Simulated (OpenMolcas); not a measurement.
Nb3+ (d2) in a complex was computed by CASSCF with the d shell active (OpenMolcas, ANO-RCC-VDZP on the metal). Its lowest spin-free states, and all those of the highest spin:

```tsv
2S+1	Degeneracy	E (cm-1)
3	1	0.0
3	2	1031
1	1	10341
1	1	10345
1	2	11528
1	1	11732
3	1	22706
1	1	24347
3	2	24563
1	1	30241
1	2	30790
3	2	32163
3	1	36240
3	1	49670
```

Task: Is the site octahedral, tetrahedral or cube-like, axial, or of lower symmetry?

Result: The states with 2S+1 = 3 have orbital degeneracies 1, 2, 1, 2, 2, 1, 1. There are pairs but no triples, so the site is axial: not cubic, but with a proper or improper axis of order three or more. The run had Nb3+ with 6 ligands (fluoride) in tetragonal octahedral coordination (D4h) at 2.03 Å, the axial distance 2.111 Å. A charge of +0.5 e stands 2.4 Å behind each ligand. Ligand basis ANO-RCC-VDZP.

Without dynamic correlation the repulsion within the d shell is too large (B by tens of per cent), so at a given field states of lower spin stand too high. The least metal-like active orbital is 82 % on the metal (Löwdin) and no ligand orbital is active, so the numbers are rough. With metal d orbitals alone the field can be off either way by tens of per cent. Ligand-to-metal charge-transfer states are missing. With no ligand orbital active B as a rule stays too high, so bands that hang on it stand too high and its fall with covalency is understated. No measured value stands beside these numbers; the geometry is a model, was not optimised and need not be the one that this ion takes.
